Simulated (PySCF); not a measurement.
Ionisation energy of O⁺ by level of theory

O⁺ [He] 2s2 2p3 (4S) → O²⁺ [He] 2s2 2p2 (3P), as a difference of total energies. Computed with PySCF 2.14 in aug-cc-pwCVDZ, with the non-relativistic Hamiltonian (point nucleus). Correlated levels: valence: 1s2 frozen. The calculations carry no spin-orbit coupling.

```json
{"method": "UHF", "ionisation energy (eV)": "34.530"}
{"method": "MP2 (valence)", "ionisation energy (eV)": "34.985"}
{"method": "SCS-MP2 (valence)", "ionisation energy (eV)": "34.774"}
{"method": "CCSD (valence)", "ionisation energy (eV)": "34.801"}
{"method": "CCSD(T) (valence)", "ionisation energy (eV)": "34.804"}
{"method": "CCSDT (valence)", "ionisation energy (eV)": "34.803"}
```

Task: How much does correlation contribute at CCSD(T) (valence)?

Result: 34.804 − (34.530) = 0.274 eV, measured against UHF.

A first-order spin-orbit estimate (lowest level to lowest level, LS coupling) adds -0.025 eV.

Errors of the correlated levels include the incompleteness of this basis and the frozen core.

For comparison: 35.121 eV (measured; NIST Atomic Spectra Database, ionization energies).
